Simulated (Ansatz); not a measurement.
`FC(Cl)C[SiH3]` + `FC[SiH](F)Cl` → `FC[SiH]([SiH3])Cl` + `FCC(F)Cl`  (formal exchange of groups at the Si–C bond)

Program: Ansatz. Geometries: PBE0-D4/def2-TZVP. ΔE: electronic, gas phase. CCSD(T)/CBS adds triple-zeta CCSD(T) − MP2 to the extrapolated MP2 energy (def2 sets, frozen cores). DFT in def2-TZVPP. Each species was taken in one conformer, which may not be the lowest.

`FC(Cl)C[SiH3]`:

Z-matrix (Å, degrees):
```
C
Cl 1 1.787
C 1 1.501 2 111.9
F 1 1.365 2 107.9 3 121.6
H 1 1.091 2 105.5 3 -123.4
Si 3 1.891 1 113.3 2 177.0
H 3 1.094 1 109.3 2 54.6
H 3 1.093 1 108.7 2 -62.1
H 6 1.483 3 111.3 1 -70.5
H 6 1.486 3 108.2 1 169.2
H 6 1.487 3 109.4 1 50.5
```

`FC[SiH](F)Cl`:

Cartesian coordinates in Å:
```
F 0.970 -1.727 -0.197
C 0.798 -0.472 0.371
Si -0.731 0.349 -0.345
F -0.499 0.655 -1.886
Cl -0.978 2.117 0.642
H 1.692 0.130 0.176
H 0.700 -0.587 1.456
H -1.953 -0.466 -0.217
```

`FC[SiH]([SiH3])Cl`:

```xyz
11

F    -1.007    2.054    0.306
C    -0.331    1.514   -0.784
Si   -0.368   -0.377   -0.656
Si    0.552   -1.131    1.358
Cl    0.775   -1.070   -2.233
H     0.697    1.889   -0.778
H    -0.816    1.862   -1.701
H    -1.757   -0.864   -0.857
H     0.638   -2.615    1.334
H     1.916   -0.560    1.512
H    -0.298   -0.703    2.499
```

`FCC(F)Cl`:

Z-matrix (Å, degrees):
```
C
C 1 1.507
F 1 1.374 2 109.0
H 1 1.093 2 109.7 3 119.4
H 1 1.092 2 109.8 3 -119.4
Cl 2 1.774 1 108.5 3 174.3
F 2 1.355 1 110.3 3 -65.7
H 2 1.091 1 112.4 3 55.5
```

| level | ΔE (kJ/mol) |
| --- | --- |
| r2SCAN-D4 | 219.9 |
| ωB97X-V | 216.2 |
| ωB97M-V | 227.1 |
| HF/def2-TZVPP | 226.9 |
| SCS-MP2/def2-TZVPP | 235.1 |
| CCSD/def2-TZVPP | 226.2 |
| SCS-MP2/def2-QZVPP | 238.4 |
| HF/CBS(def2) | 230.3 |

Problem. What does CCSD(T)/CBS give? (An estimate is asked.)

Solution. Computed: +228.7 kJ/mol. The listed levels differ from it by -8.8, -12.5, -1.6, -1.8, 6.4, -2.5, 9.7, 1.6 kJ/mol.

Largest T1 diagnostic among the species: 0.011.

From PBE to PBE0 (25 % exact exchange), in def2-TZVPP and without D4, ΔE moves by +7.9 kJ/mol.
